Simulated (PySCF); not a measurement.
## Atomic charges against the basis set

Ethylcyclopentane, C7H14.
Structure used (PBE0-D3(BJ)/def2-SVP), in Å, numbered top down from 1:
```xyz
21
C7H14 angstrom
C      2.722   -0.500    0.207
C      1.631    0.519   -0.085
C      0.265    0.141    0.476
C     -0.798    1.236    0.318
C     -2.119    0.481    0.393
C     -1.844   -0.763   -0.453
C     -0.372   -1.119   -0.167
H      2.471   -1.490   -0.206
H      2.869   -0.625    1.291
H      3.686   -0.196   -0.227
H      1.926    1.501    0.324
H      1.535    0.664   -1.176
H      0.387   -0.050    1.558
H     -0.697    1.711   -0.675
H     -0.699    2.035    1.069
H     -2.984    1.064    0.042
H     -2.323    0.193    1.439
H     -1.969   -0.508   -1.518
H     -2.536   -1.592   -0.245
H      0.156   -1.402   -1.093
H     -0.293   -1.985    0.507
```

PBE0 throughout (PySCF), one geometry, spherical d and f functions. One conformer (not necessarily the lowest) at the PBE0-D3(BJ)/def2-SVP geometry, without solvent, vibrations or thermal averaging. Atoms taken as equivalent share a column and are averaged. The first 7 of 12 kinds of atom are listed.

Mulliken charges (e):

```json
{"basis": "STO-3G", "functions": "49", "C1": "-0.232", "C2": "-0.139", "C3": "-0.057", "C4/C7": "-0.145", "C5/C6": "-0.144", "H8/H9/H10": "+0.075", "H11/H12": "+0.071"}
{"basis": "pcSseg-0", "functions": "91", "C1": "-0.628", "C2": "-0.451", "C3": "-0.430", "C4/C7": "-0.416", "C5/C6": "-0.486", "H8/H9/H10": "+0.227", "H11/H12": "+0.231"}
{"basis": "6-31G", "functions": "91", "C1": "-0.493", "C2": "-0.314", "C3": "-0.142", "C4/C7": "-0.317", "C5/C6": "-0.326", "H8/H9/H10": "+0.162", "H11/H12": "+0.155"}
{"basis": "6-31G*", "functions": "126", "C1": "-0.527", "C2": "-0.324", "C3": "-0.118", "C4/C7": "-0.336", "C5/C6": "-0.336", "H8/H9/H10": "+0.172", "H11/H12": "+0.160"}
{"basis": "cc-pVDZ", "functions": "168", "C1": "-0.073", "C2": "-0.047", "C3": "-0.177", "C4/C7": "-0.007", "C5/C6": "-0.058", "H8/H9/H10": "+0.040", "H11/H12": "+0.029"}
{"basis": "def2-SVP", "functions": "168", "C1": "-0.065", "C2": "-0.032", "C3": "-0.241", "C4/C7": "+0.005", "C5/C6": "-0.063", "H8/H9/H10": "+0.038", "H11/H12": "+0.028"}
{"basis": "pcSseg-1", "functions": "189", "C1": "-0.270", "C2": "-0.203", "C3": "-0.366", "C4/C7": "-0.162", "C5/C6": "-0.224", "H8/H9/H10": "+0.113", "H11/H12": "+0.112"}
{"basis": "6-311+G(2d,p)", "functions": "273", "C1": "-0.634", "C2": "-0.226", "C3": "+0.568", "C4/C7": "-0.454", "C5/C6": "-0.303", "H8/H9/H10": "+0.145", "H11/H12": "+0.128"}
{"basis": "aug-cc-pVDZ", "functions": "287", "C1": "+0.449", "C2": "+0.796", "C3": "-0.100", "C4/C7": "+0.799", "C5/C6": "+0.582", "H8/H9/H10": "-0.126", "H11/H12": "-0.273"}
{"basis": "def2-TZVP", "functions": "301", "C1": "-0.367", "C2": "-0.200", "C3": "-0.047", "C4/C7": "-0.220", "C5/C6": "-0.178", "H8/H9/H10": "+0.120", "H11/H12": "+0.098"}
```

IAO charges (e):

```json
{"basis": "STO-3G", "functions": "49", "C1": "-0.390", "C2": "-0.254", "C3": "-0.122", "C4/C7": "-0.255", "C5/C6": "-0.256", "H8/H9/H10": "+0.130", "H11/H12": "+0.127"}
{"basis": "pcSseg-0", "functions": "91", "C1": "-0.420", "C2": "-0.255", "C3": "-0.125", "C4/C7": "-0.274", "C5/C6": "-0.272", "H8/H9/H10": "+0.139", "H11/H12": "+0.131"}
{"basis": "6-31G", "functions": "91", "C1": "-0.428", "C2": "-0.252", "C3": "-0.105", "C4/C7": "-0.273", "C5/C6": "-0.267", "H8/H9/H10": "+0.140", "H11/H12": "+0.129"}
{"basis": "6-31G*", "functions": "126", "C1": "-0.408", "C2": "-0.239", "C3": "-0.099", "C4/C7": "-0.259", "C5/C6": "-0.253", "H8/H9/H10": "+0.133", "H11/H12": "+0.123"}
{"basis": "cc-pVDZ", "functions": "168", "C1": "-0.407", "C2": "-0.239", "C3": "-0.099", "C4/C7": "-0.260", "C5/C6": "-0.254", "H8/H9/H10": "+0.133", "H11/H12": "+0.122"}
{"basis": "def2-SVP", "functions": "168", "C1": "-0.397", "C2": "-0.233", "C3": "-0.099", "C4/C7": "-0.254", "C5/C6": "-0.249", "H8/H9/H10": "+0.130", "H11/H12": "+0.120"}
{"basis": "pcSseg-1", "functions": "189", "C1": "-0.407", "C2": "-0.240", "C3": "-0.103", "C4/C7": "-0.261", "C5/C6": "-0.255", "H8/H9/H10": "+0.133", "H11/H12": "+0.123"}
{"basis": "6-311+G(2d,p)", "functions": "273", "C1": "-0.421", "C2": "-0.247", "C3": "-0.102", "C4/C7": "-0.267", "C5/C6": "-0.261", "H8/H9/H10": "+0.137", "H11/H12": "+0.126"}
{"basis": "aug-cc-pVDZ", "functions": "287", "C1": "-0.419", "C2": "-0.245", "C3": "-0.101", "C4/C7": "-0.266", "C5/C6": "-0.260", "H8/H9/H10": "+0.137", "H11/H12": "+0.125"}
{"basis": "def2-TZVP", "functions": "301", "C1": "-0.421", "C2": "-0.247", "C3": "-0.102", "C4/C7": "-0.267", "C5/C6": "-0.261", "H8/H9/H10": "+0.137", "H11/H12": "+0.126"}
```

Some averages cover members that differ in this geometry, most widely: C5/C6, Mulliken in 6-311+G(2d,p) -0.417 to -0.189; C4/C7, Mulliken in 6-311+G(2d,p) -0.518 to -0.390; C5/C6, Mulliken in aug-cc-pVDZ +0.524 to +0.639; C4/C7, Mulliken in aug-cc-pVDZ +0.744 to +0.855 e.

Question: Which scheme is steadiest as the basis changes?

Answer: Largest range over the bases for any column: IAO 0.04 e, Mulliken 1.25 e. IAO charges move least and Mulliken charges most, counted in e. Without the minimal STO-3G basis the ranges are IAO 0.03, Mulliken 1.25 e.

Question: How much do the charges still move between the two largest bases, aug-cc-pVDZ and def2-TZVP?

Answer: At most, over all atoms: Mulliken 1.104 e, IAO 0.002 e.

Question: What do the same runs give for the total energy, the frontier levels and the dipole moment?

Answer: 
```
        basis  energy (Eh)  HOMO (eV)  LUMO (eV)  μ (D)
       STO-3G    -271.6295      -7.38       9.29   0.03
     pcSseg-0    -274.2316      -8.62       2.01   0.04
        6-31G    -274.7779      -8.38       2.56   0.04
       6-31G*    -274.8407      -8.40       2.56   0.05
      cc-pVDZ    -274.8579      -8.44       1.75   0.05
     def2-SVP    -274.6510      -8.50       1.67   0.05
     pcSseg-1    -274.8059      -8.56       1.37   0.05
6-311+G(2d,p)    -274.9179      -8.52       0.35   0.08
  aug-cc-pVDZ    -274.8723      -8.49      -0.04   0.08
    def2-TZVP    -274.9370      -8.51       1.09   0.08
```
